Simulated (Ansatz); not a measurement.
Reaction (isomerisation): `C1O[SiH2][AsH]1` → `O=C([SiH3])[AsH2]`

Gas-phase electronic energies from Ansatz, PBE0-D4/def2-TZVP geometries. CCSD(T)/CBS adds triple-zeta CCSD(T) − MP2 to the extrapolated MP2 energy (def2 sets, frozen cores). DFT in def2-TZVPP. For As outer-core shells are correlated without core-valence functions, which leaves a few kJ/mol of doubt a bond. Scalar relativity is left out up to krypton.

```tsv
level	ΔE (kcal/mol)
ωB97X-V	34.7
ωB97M-V	34.7
```

Q: What does CCSD(T)/CBS give? (An estimate is asked.)

A: Computed: +35.3 kcal/mol. The listed levels differ from it by -0.6, -0.6 kcal/mol.

Largest T1 diagnostic among the species: 0.015.

In def2-TZVPP, CCSD(T) changes the Hartree–Fock value by +2.1 kcal/mol (the triples alone add −0.7 kcal/mol) and MP2 by +5.5 kcal/mol. From PBE to PBE0 (25 % exact exchange), in def2-TZVPP and without D4, ΔE moves by +5.0 kcal/mol.
